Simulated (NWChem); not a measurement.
TiHCl₃; SMILES [Cl][TiH]([Cl])[Cl]

Results from NWChem. Structure relaxed at the PBE0/def2-SVP level.

Diagonal of the polarisability tensor at PBE/def2-SVPD, static: 91.91, 91.91, 66.88 bohr³.

Find the mean polarisability volume, the molar refraction, and the refractive index that an ideal gas of it would have at 273.15 K and 1 atm.


1. Mean: one third of the trace = 83.56 bohr³ × 0.14818 Å³/bohr³ = 12.38 Å³.
2. Molar refraction (Lorentz-Lorenz): (4π/3) N_A α = 31.2 cm³/mol.
3. Number density p/kT = 2.687 × 10⁻⁵ Å⁻³; n − 1 = 2π N α = 20.90 × 10⁻⁴.
4. These hold the electronic response alone: vibrational and orientational terms add to the static dielectric constant.
